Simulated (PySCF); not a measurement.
Si(F)2(H)(NCO) (CHF₂NOSi), SMILES O=C=N[SiH](F)F.

Geometry: B3LYP-D3(BJ)/def2-SVP. The values are those of a single conformer.

Calculation: ωB97X/def2-TZVP run with PySCF.

Symmetry labels are those of the subgroup Cs that the program uses (full group Cs).

Computed valence orbital energies around the gap with their symmetry:
| orbital | symmetry | energy (eV) |
|---|---|---|
| HOMO−7 | A" | -16.49 |
| HOMO−6 | A' | -16.28 |
| HOMO−5 | A' | -15.65 |
| HOMO−4 | A" | -15.31 |
| HOMO−3 | A" | -14.95 |
| HOMO−2 | A' | -13.85 |
| HOMO−1 | A" | -11.98 |
| HOMO | A' | -11.93 |
| LUMO | A" | 1.97 |
| LUMO+1 | A' | 2.18 |
| LUMO+2 | A' | 2.97 |
| LUMO+3 | A' | 3.74 |
